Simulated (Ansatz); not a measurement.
Cartesian coordinates in Å:
```
O -1.458 -2.071 -0.757
C -1.052 -0.717 -0.735
Ge 0.458 -0.544 0.522
Si 1.186 1.723 0.610
H -2.193 -2.163 -1.368
H -1.858 -0.051 -0.402
H -0.721 -0.371 -1.723
H 1.609 -1.452 0.053
H 0.005 -1.009 1.918
H 2.325 1.871 1.554
H 0.077 2.606 1.064
H 1.624 2.180 -0.736
```

The species carries charge 0 and has multiplicity 1.

**Question.** List the ωB97M-V/def2-TZVPP orbital energies in eV (Ansatz). (Estimate.)

**Answer.** Ansatz gave: Occupied: -10866.19, -1806.90, -1362.06, -1209.79, -1209.78, -1209.78, -526.20, -282.75, -173.82, -148.01, -123.07, -123.05, -123.05, -102.12, -102.11, -102.11, -35.87, -35.86, -35.85, -35.80, -35.80, -31.45, -21.86, -18.45, -17.20, -16.55, -15.26, -13.53, -12.35, -12.18, -11.46, -10.74, -10.58, -10.04. Lowest empty: 1.93, 2.16, 2.42, 2.48, 2.82, 3.41, 3.72, 3.99.
